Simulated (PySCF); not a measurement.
## Nuclear quadrupole coupling in `FCCC[SiH2]C(Cl)Cl`

Compound: C4H9Cl2FSi.
Geometry (GFN2-xTB, Å), atoms numbered from 1 in this order:
```
atom  x, y, z in Å
F1     2.783    1.444   -0.368
C2     2.662    0.075   -0.368
C3     1.507   -0.353    0.527
C4     0.161    0.100   -0.034
Si5   -1.294   -0.367    1.086
C6    -2.908    0.234    0.222
Cl7   -3.062   -0.548   -1.365
Cl8   -2.857    1.997    0.020
H9     2.499   -0.225   -1.408
H10    3.618   -0.321   -0.009
H11    1.533   -1.439    0.622
H12    1.658    0.077    1.518
H13    0.024   -0.340   -1.025
H14    0.190    1.183   -0.174
H15   -1.438   -1.818    1.234
H16   -1.258    0.305    2.386
H17   -3.822    0.009    0.766
```

Field gradients from the PBE0/pcSseg-1 density (PySCF, non-relativistic), principal values in atomic units, ordered |Vxx| ≤ |Vyy| ≤ |Vzz|:

| atom | Vxx | Vyy | Vzz |
| --- | --- | --- | --- |
| Cl7 | -1.9262 | -2.1276 | 4.0538 |
| Cl8 | -1.9318 | -2.1401 | 4.0720 |

Find the asymmetry η = (Vxx − Vyy)/Vzz and the couplings χ = eQV/h (234.96 MHz × Q in barn × V in au), with Q(35Cl) = −0.0817 b.

```
atom     environment  nucleus     η  χzz (MHz)  χxx (MHz)  χyy (MHz)
 Cl7  alkyl chlorine     35Cl  0.05     -77.82      36.98      40.84
 Cl8  alkyl chlorine     35Cl  0.05     -78.17      37.08      41.08
```

What is Vzz at Cl7 in SI units (1 au = 9.71736 × 10²¹ V/m²)?

4.0538 au = 39.392 × 10²¹ V/m².

And the gradient at the other heavy atoms, for which no coupling is worked out here?

```json
{"atom": "F1", "environment": "alkyl fluorine", "Vzz (au)": "3.054", "η": "0.05"}
{"atom": "C2", "environment": "sp3 C–F carbon", "Vzz (au)": "0.531", "η": "0.12"}
{"atom": "C3", "environment": "chain CH2 carbon", "Vzz (au)": "0.062", "η": "0.87"}
{"atom": "C4", "environment": "sp3 carbon bound to silicon", "Vzz (au)": "0.071", "η": "0.32"}
{"atom": "Si5", "environment": "SiH2 silicon", "Vzz (au)": "0.379", "η": "0.06"}
{"atom": "C6", "environment": "CHCl2 carbon", "Vzz (au)": "-0.539", "η": "0.70"}
```

What couplings would deuterons (Q(2H) = 0.00286 b) have in place of the hydrogens, at this geometry?

| atom | bonded to | bond length (Å) | Vzz (au) | η | χzz (kHz) |
| --- | --- | --- | --- | --- | --- |
| H9 | C2 | 1.095 | 0.2878 | 0.07 | 193 |
| H10 | C2 | 1.095 | 0.2894 | 0.07 | 194 |
| H11 | C3 | 1.090 | 0.3055 | 0.04 | 205 |
| H12 | C3 | 1.091 | 0.3032 | 0.04 | 204 |
| H13 | C4 | 1.093 | 0.3057 | 0.03 | 205 |
| H14 | C4 | 1.092 | 0.3038 | 0.02 | 204 |
| H15 | Si5 | 1.466 | 0.1599 | 0.02 | 107 |
| H16 | Si5 | 1.464 | 0.1609 | 0.02 | 108 |
| H17 | C6 | 1.088 | 0.3026 | 0.06 | 203 |

One conformer (not necessarily the lowest) at the GFN2-xTB geometry, without solvent, vibrations or thermal averaging. GFN2-xTB bond lengths can be off by several hundredths of an ångström, more for odd bonds, and the gradients follow them. The small basis limits the accuracy of the gradients.
